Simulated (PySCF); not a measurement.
Run record: excited-state job, [TiBr4], `[Br][Ti]([Br])([Br])[Br]`.

Method: TDDFT PBE0/def2-SVPD, vertical, gas phase, core orbitals frozen in the response (PySCF 2.14.0, density-fitted response routines). Geometry: GFN2-xTB. A driver script takes a list of jobs; this job's settings line and coordinates (Å) are shown.

Input:
```
{"job": {"kind": "uv", "xc": "PBE0", "basis": "def2-SVPD", "nstates": 8, "ntriplets": 3}, "charge": 0, "multiplicity": 1}
Br    -1.816601     0.323691    -1.446124
Ti     0.000596     0.000019    -0.003494
Br     1.859277    -0.716665    -1.236416
Br     0.513669     2.016770     1.072402
Br    -0.548320    -1.620963     1.596446
```

Task: Estimate the output.

Result: 
```
coarse grid: 36784 points
cycle   1  E = -11143.4653042704  dE = -3.798e+00  |g| = 6.599e-01  |ddm| = 3.268e+00
cycle   2  E = -11133.0372691135  dE =  1.043e+01  |g| = 7.211e+00  |ddm| = 4.389e+00
cycle   3  E = -11143.2122941552  dE = -1.018e+01  |g| = 1.384e+00  |ddm| = 3.079e+00
cycle   4  E = -11143.5399777679  dE = -3.277e-01  |g| = 5.654e-01  |ddm| = 4.862e-01
cycle   5  E = -11143.6162348195  dE = -7.626e-02  |g| = 1.717e-02  |ddm| = 4.578e-01
cycle   6  E = -11143.6162564930  dE = -2.167e-05  |g| = 1.490e-02  |ddm| = 2.682e-02
cycle   7  E = -11143.6163169220  dE = -6.043e-05  |g| = 1.964e-03  |ddm| = 1.400e-02
cycle   8  E = -11143.6163176424  dE = -7.204e-07  |g| = 1.301e-03  |ddm| = 3.218e-03
final grid: 65552 points
cycle   9  E = -11143.6163485445  dE =  8.519e-06  |g| = 5.822e-03  |ddm| = 6.012e-03
cycle  10  E = -11143.6161513976  dE =  1.971e-04  |g| = 2.769e-02  |ddm| = 2.737e-02
cycle  11  E = -11143.6163577220  dE = -2.063e-04  |g| = 4.299e-04  |ddm| = 2.262e-02
cycle  12  E = -11143.6163577707  dE = -4.871e-08  |g| = 5.959e-05  |ddm| = 5.788e-04
cycle  13  E = -11143.6163577719  dE = -1.195e-09  |g| = 1.386e-05  |ddm| = 7.728e-05
cycle  14  E = -11143.6163577720  dE = -1.019e-10  |g| = 4.370e-06  |ddm| = 3.112e-05
converged SCF energy = -11143.6163577720

Static polarisability (au): isotropic 130.970, principal 130.905 130.998 131.006

Singlet excitations
state   eV       nm        f      main configurations
  1   3.3394    371.3   0.00000   H->L 0.74, H-2->L+1 0.24
  2   3.3401    371.2   0.00000   H-2->L 0.61, H->L+1 0.26, H-1->L+1 0.12
  3   3.3403    371.2   0.00000   H-1->L+1 0.86, H-2->L 0.12
  4   3.5317    351.1   0.01663   H-2->L+1 0.65, H->L 0.19
  5   3.5320    351.0   0.01669   H-1->L 0.83
  6   3.5321    351.0   0.01673   H->L+1 0.62, H-2->L 0.22
  7   3.9041    317.6   0.00000   H->L+3 0.31, H-1->L+2 0.31, H-2->L+4 0.27
  8   3.9400    314.7   0.00000   H->L+2 0.43, H-1->L+3 0.41

Triplet excitations (Tamm-Dancoff, eV): 3.1607 3.1616 3.1625
```

The SCF starts on a coarse grid where the log names one; the energy can jump when the final grid takes over, and dE then counts from the start density on the new grid. H and L stand for HOMO and LUMO; the number after each pair is its weight.

Task: How does the lowest singlet excitation compare with the HOMO–LUMO gap?

Result: HOMO -8.83 eV and LUMO -4.11 eV give a gap of 4.72 eV; S1 at 3.34 eV lies 1.38 eV below it.

Task: Give the mean polarisability as a volume in Å³, and the ratio of the largest to the smallest principal value.

Result: 130.970 au × 0.148185 = 19.41 Å³; 131.006/130.905 = 1.00.

Main results: HOMO -8.83 eV, LUMO -4.11 eV; lowest singlet 3.34 eV; lowest triplet 3.16 eV (Tamm–Dancoff); mean polarisability 131.0 au.

 The PBE0/def2-SVPD calculation is non-relativistic and has no spin–orbit coupling, an omission that weighs most on bromine.

The run took 62 s wall on an Arm Neoverse V1 with one thread, shared host.
Labels such as C1 count atoms from 1, the log's own numbers from 0.
